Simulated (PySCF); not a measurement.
C6H11O (cation, charge +1), SMILES C1CCCCC1=[OH+], singlet (GFN2-xTB optimised geometry):

```
18

O     -2.107    -1.414     1.106
C     -1.499    -0.303     1.225
C     -1.069     0.372     0.000
C      0.489     0.372     0.000
C      1.017     0.989     1.284
C      0.498     0.235     2.496
C     -1.063     0.243     2.508
H     -2.338    -1.890     1.929
H     -1.452    -0.136    -0.885
H     -1.395     1.414     0.000
H      0.845    -0.653    -0.105
H      0.821     0.935    -0.871
H      2.107     0.943     1.278
H      0.733     2.040     1.343
H      0.842     0.694     3.421
H      0.852    -0.797     2.479
H     -1.374     1.285     2.610
H     -1.436    -0.329     3.360
```

Method: PySCF with PBE0/def2-SVP.

Problem. What are the frontier orbital energies?

Solution. HOMO-2 -14.12 eV, HOMO-1 -14.03 eV, HOMO -13.92 eV, LUMO -7.39 eV, LUMO+1 -3.75 eV.

On the same geometry PBE/def2-SVP (PySCF) gives HOMO-2 -12.74 eV, HOMO-1 -12.59 eV, HOMO -12.48 eV, LUMO -8.36 eV, LUMO+1 -4.74 eV.

Meta-Löwdin charges at PBE0/def2-SVP: O1 -0.26, C2 0.47, C3 -0.21, C4 -0.16, C5 -0.18, C6 -0.16, C7 -0.22, H8 0.38, H9 0.15, H10 0.16, H11 0.11, H12 0.14, H13 0.14, H14 0.11, H15 0.14, H16 0.11, H17 0.16, H18 0.13.
